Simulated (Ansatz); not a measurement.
```yaml
crystal:
  periodic: [false, false, false]
  atoms:
    - {symbol: Cl, position_ang: [-0.745312, -1.438884, 1.490732]}
    - {symbol: D, position_ang: [-0.686605, -0.470460, 0.030326]}
    - {symbol: Zn, position_ang: [0.949679, 0.766399, -0.321236]}
    - {symbol: H, position_ang: [-1.645852, -0.615891, -0.671370]}
    - {symbol: H, position_ang: [2.177888, 1.685236, -0.569853]}
basis:
  gaussian: {orbitals: STO-3G}
hamiltonian: {xc: {name: r2SCAN50}, pseudopotentials: {relativity: none}}
output: {forces: true}
```

```sh
$ ansatz run in.yaml --threads 2 --pin off --events-out ev --progress --plain --max-ram 4352MiB
```

It prints (some lines left out):

```
Error: YAML parse error: error: line 5 column 16: `D` is not an element symbol (H … Og, case-exact)
 --> <input>:5:16
3 |   atoms:
4 |     - {symbol: Cl, position_ang: [-0.745312, -1.438884, 1.490732]}
5 |     - {symbol: D, position_ang: [-0.686605, -0.470460, 0.030326]}
6 |     - {symbol: Zn, position_ang: [0.949679, 0.766399, -0.321236]}
7 |     - {symbol: H, position_ang: [-1.645852, -0.615891, -0.671370]}
```

(1) What is wrong with this run?

Results:

(1) An element symbol is wrong. The input was rejected before any iteration.
